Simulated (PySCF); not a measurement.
trichloro(chlorosilyl)silane (Cl₄H₂Si₂), SMILES Cl[SiH2][Si](Cl)(Cl)Cl.

Coordinates come from a r2SCAN-D4/def2-SVP optimisation. The values are those of a single conformer.

Two levels are set side by side: TDDFT-PBE/def2-SVPD (PySCF) and TDDFT-PBE0/def2-SVPD (PySCF). Vertical, same geometry. The lowest singlet is HOMO→LUMO 96 % with PBE and HOMO→LUMO 97 % with the other functional; states are paired by order. Differences are taken from unrounded values.

| quantity | TDDFT-PBE0 | TDDFT-PBE | TDDFT-PBE minus TDDFT-PBE0 |
|---|---|---|---|
| lowest singlet excitation (eV) | 6.07 | 5.54 | -0.54 |
| lowest triplet excitation (TDA) (eV) | 5.37 | 4.99 | -0.39 |
| first bright state (f over 0.05) (eV) | 6.71 | 5.90 | -0.81 |
| its oscillator strength | 0.15 | 0.08 | -0.07 |

A lower first singlet is the usual sign of a functional without exact exchange. Differences between two approximate levels are no errors against the true value.

Rough cost on one machine, each run with all the roots and properties that it gave: TDDFT-PBE0 against TDDFT-PBE about 5 times.
